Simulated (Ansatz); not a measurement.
`[OH][Sn]([OH])([OH])[Cl]`, 8 atoms. The species carries charge 0 and has multiplicity 1. Correlated methods include outer-core shells of Sn, which these sets cover unevenly. Sn: def2 effective core potential. All runs use 4 threads of an Arm Neoverse V2 on a shared host. Correlated methods freeze the cores.

Q: Give the basis size and wall time and peak host memory of each of these runs in Ansatz. RHF-CCSD(T)/def2-TZVPP energy; RKS PBE0-D4/def2-TZVP relaxation (14 steps); RKS PBE0-D4/def2-TZVPP energy; RHF-CCSD(T)/def2-SVP energy; RKS HSE06 (plane-wave form)-D4/def2-TZVPP energy; direct RPA on PBE orbitals/def2-TZVPP energy; RKS CAM-B3LYP-D4/def2-TZVPP energy; RKS PBE0-D4/def2-TZVP frequencies; RKS ωB97M-V/def2-SVP energy; RKS PBE0-D4/def2-SVP energy; RKS PBE0-D4/def2-QZVPP energy; RKS LC-ωPBE/def2-TZVPP energy. (Best estimate.)

A: Computed: Other jobs shared the machine, so times are rough.

```
                                    level                    job  functions  wall time  peak host memory (GiB)
                     RKS PBE0-D4/def2-SVP                 energy        101      1.2 s                    0.21
                   RKS LC-ωPBE/def2-TZVPP                 energy        227      1.9 s                     0.4
                   RKS PBE0-D4/def2-TZVPP                 energy        227      2.3 s                     0.6
RKS HSE06 (plane-wave form)-D4/def2-TZVPP                 energy        227      2.6 s                    0.63
              RKS CAM-B3LYP-D4/def2-TZVPP                 energy        227      2.6 s                    0.66
                     RKS ωB97M-V/def2-SVP                 energy        101        5 s                    0.32
                     RHF-CCSD(T)/def2-SVP                 energy        101      5.5 s                    0.49
    direct RPA on PBE orbitals/def2-TZVPP                 energy        227      6.5 s                    0.57
                   RKS PBE0-D4/def2-QZVPP                 energy        413        8 s                     1.4
                    RKS PBE0-D4/def2-TZVP  relaxation (14 steps)        198       40 s                    0.57
                    RKS PBE0-D4/def2-TZVP            frequencies        198    2.2 min                    0.55
                   RHF-CCSD(T)/def2-TZVPP                 energy        227    2.6 min                     4.4
```

LC-ωPBE has ω = 0.4 bohr⁻¹.
